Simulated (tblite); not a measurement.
Run record: tight-binding relaxation, `C#C[Si@](C)(Br)c1cccs1`.

Computed with GFN2-xTB geometry optimisation, gas phase (tblite 0.8.0). Start geometry: from a force field or distance geometry. The input is one job of a driver script: a line of settings, then coordinates in Å.

Command:
```bash
OMP_NUM_THREADS=1 python probes_run.py task.json out
```

Input:
```
{"job": {"kind": "relax", "xc": "GFN2-xTB", "basis": "xTB"}, "charge": 0, "multiplicity": 1}
C     -2.661000     2.070800    -0.757300
C     -2.072400     1.143600    -0.275800
Si    -1.175000    -0.250600     0.479600
C     -1.737800    -1.884100    -0.262800
Br    -1.554200    -0.420900     2.710000
C      0.622100    -0.091900     0.125100
C      1.415900     0.920400     0.556300
C      2.729000     0.858600     0.203700
C      3.072800    -0.232300    -0.556700
S      1.485900    -1.258000    -0.803700
H     -3.195000     2.883700    -1.178000
H     -1.209600    -2.137000    -1.171500
H     -1.453900    -2.655500     0.519800
H     -2.839600    -1.879800    -0.345100
H      1.016600     1.759500     1.176800
H      3.468300     1.615300     0.499700
H      4.080600    -0.430000    -0.930000
```

Output:
```
step      E/eV     max force
  0    -749.05173    3.197
  1    -749.36823    2.371
  2    -749.53415    1.132
  3    -749.54467    3.567
  4    -749.62736    0.902
  5    -749.64921    0.427
  6    -749.67627    0.377
  7    -749.70249    0.356
  8    -749.70945    0.254
  9    -749.72122    0.248
... (131 lines left out)
141    -749.78081    0.029
142    -749.78095    0.026
143    -749.78107    0.035
144    -749.78120    0.030
145    -749.78126    0.055
146    -749.78141    0.021
147    -749.78148    0.017
148    -749.78153    0.015
149    -749.78156    0.013
150    -749.78158    0.008
```

«max force» is the largest atomic force in eV/Å.

Problem. From which step on does the largest force stay under 0.1 eV/Å, and how much energy is left to gain from there?

Solution. From step 119 (0.053 eV/Å), 5.4 meV above the end.

Main results: energy lowered by 16.8 kcal/mol over 150 steps; largest atomic force 0.008 eV/Å at the end.

Problem. Where do the atoms end?

Solution. 0.615 Å rms from the input after alignment:
```
atom  x, y, z in Å
C1    -2.7182    1.9266   -1.1979
C2    -2.1161    1.0823   -0.5901
Si3   -1.1808   -0.1854    0.3799
C4    -1.7669   -1.9422   -0.0061
Br5   -1.5944    0.2445    2.5501
C6     0.6561    0.0604    0.1407
C7     1.5833    0.5831    0.9946
C8     2.8793    0.6451    0.4431
C9     2.9248    0.1719   -0.8287
S10    1.3890   -0.3605   -1.3762
H11   -3.2478    2.6600   -1.7351
H12   -1.5746   -2.1919   -1.0453
H13   -1.2572   -2.6752    0.6151
H14   -2.8345   -2.0421    0.1704
H15    1.3454    0.9113    1.9914
H16    3.7365    1.0245    0.9698
H17    3.7691    0.0998   -1.4856
```

Problem. Estimate the wall time. Hardware: one thread, Arm Neoverse N1 (aarch64), no GPU, on a shared host.

Solution. About 3.0 s.
Labels such as C1 count atoms from 1, the log's own numbers from 0.
